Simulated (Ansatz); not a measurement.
One change: `C#[C][Al]([NH2])[F]` becomes `C[S][Al]([NH2])[F]`.

Ansatz, PBE0-D4/def2-TZVP geometries, multiplicity 1. Each molecule was computed in one conformer, which needn't be the lowest.

| property | `C#[C][Al]([NH2])[F]` |
| --- | --- |
| HOMO–LUMO gap (PBE/def2-TZVPP) / eV | 4.81 |
| HOMO–LUMO gap (B3LYP/def2-TZVPP) / eV | 6.59 |
| HOMO–LUMO gap (PBE0/def2-TZVPP) / eV | 7.06 |
| LUMO energy (PBE/def2-TZVPP) / eV | -1.56 |
| size of the dipole moment (ωB97M-V/def2-TZVPP) / D | 2.18 |
| HOMO–LUMO gap (ωB97M-V/def2-TZVPP) / eV | 11.27 |

(1) What does the change do to each property? (Estimate.)

## Answers

(1) Ansatz gave: 
```
                                          property  `C[S][Al]([NH2])[F]`  shift
               HOMO–LUMO gap (PBE/def2-TZVPP) / eV                  4.66  -0.15
             HOMO–LUMO gap (B3LYP/def2-TZVPP) / eV                  6.19  -0.40
              HOMO–LUMO gap (PBE0/def2-TZVPP) / eV                  6.73  -0.33
                 LUMO energy (PBE/def2-TZVPP) / eV                 -1.14   0.42
size of the dipole moment (ωB97M-V/def2-TZVPP) / D                  0.68  -1.50
           HOMO–LUMO gap (ωB97M-V/def2-TZVPP) / eV                 10.48  -0.79
```

With PBE0 the HOMO rises by 0.74 eV and the LUMO rises by 0.41 eV, so the gap narrows by about 0.33 eV. PBE moves the HOMO by 0.58 eV and ωB97M-V by 0.94 eV. Dipoles are sizes alone; their direction can turn.

B3LYP here is the variant with VWN-RPA as its local correlation; programs differ in this.
